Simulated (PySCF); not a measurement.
Gas-phase reaction: 3 GeH2 + 4 C3H6 (cyclic) ⇌ 3 CH3GeH3 + 3 C3H4 (cyclic)

Computed with PySCF and rigid-rotor harmonic-oscillator thermochemistry at 1 bar. † marks an energy on the PBE0/def2-TZVP geometry and frequencies. MP2 and CCSD(T) freeze the core. All species are closed-shell singlets. Ge: all electrons, no relativistic terms. GeH2: computed as isolated molecules; such fragments, hydroxides, amides, oligomers or adducts are transient or little studied in the gas. MP2 isn't extrapolated to the basis-set limit. CCSD(T) isn't extrapolated to the basis-set limit.

```json
[
 {"level": "CCSD(T)/def2-TZVPP†", "ΔH°(298 K), kJ": "-42"},
 {"level": "M06-2X/def2-TZVP†", "ΔH°(298 K), kJ": "[?]"},
 {"level": "MP2/def2-SVP†", "ΔH°(298 K), kJ": "-32"},
 {"level": "PBE0/def2-QZVP†", "ΔH°(298 K), kJ": "13"},
 {"level": "r2SCAN/def2-TZVP†", "ΔH°(298 K), kJ": "[?]"},
 {"level": "LDA/def2-TZVP†", "ΔH°(298 K), kJ": "[?]"},
 {"level": "ωB97X-V/def2-TZVP†", "ΔH°(298 K), kJ": "-1"}
]
```

**Question.** Fill in the missing entries.

**Answer.** 
- M06-2X/def2-TZVP†, ΔH°(298 K), kJ: 10
- r2SCAN/def2-TZVP†, ΔH°(298 K), kJ: -36
- LDA/def2-TZVP†, ΔH°(298 K), kJ: -24
